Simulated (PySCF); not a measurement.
Se(F)4 cation (F4Se), SMILES F[Se](F)(F)F (connectivity only; charge and spin as stated), charge +1, multiplicity 2.

Geometry optimised at B3LYP-D3(BJ)/def2-SVP. The spin state was assumed, not searched. The isomer is the one that the SMILES or the coordinates give; other isomers of the formula were not compared.

All values below come from TDA-PBE/def2-SVPD in PySCF.

Vertical excitations. The molecule is in vacuum.

```json
[
 {"state": "root 1", "energy (eV)": "2.50", "λ (nm)": "496", "f": "0.000", "main pairs": "β HOMO→LUMO 100 %"},
 {"state": "root 2", "energy (eV)": "2.64", "λ (nm)": "470", "f": "0.002", "main pairs": "β HOMO−1→LUMO 97 %"},
 {"state": "root 3", "energy (eV)": "2.78", "λ (nm)": "445", "f": "0.003", "main pairs": "β HOMO−2→LUMO 99 %"},
 {"state": "root 4", "energy (eV)": "3.10", "λ (nm)": "400", "f": "0.001", "main pairs": "β HOMO−3→LUMO 99 %"},
 {"state": "root 5", "energy (eV)": "3.40", "λ (nm)": "364", "f": "0.000", "main pairs": "β HOMO−4→LUMO 100 %"},
 {"state": "root 6", "energy (eV)": "3.95", "λ (nm)": "314", "f": "0.000", "main pairs": "β HOMO−7→LUMO 100 %"},
 {"state": "root 7", "energy (eV)": "4.13", "λ (nm)": "300", "f": "0.041", "main pairs": "β HOMO−5→LUMO 90 %"},
 {"state": "root 8", "energy (eV)": "4.19", "λ (nm)": "296", "f": "0.008", "main pairs": "β HOMO−6→LUMO 95 %"},
 {"state": "root 9", "energy (eV)": "5.60", "λ (nm)": "221", "f": "0.026", "main pairs": "α HOMO→LUMO 96 %"},
 {"state": "root 10", "energy (eV)": "6.21", "λ (nm)": "200", "f": "0.007", "main pairs": "α HOMO→LUMO+1 48 %, β HOMO−8→LUMO 44 %"}
]
```
Unrestricted roots are not spin-pure.
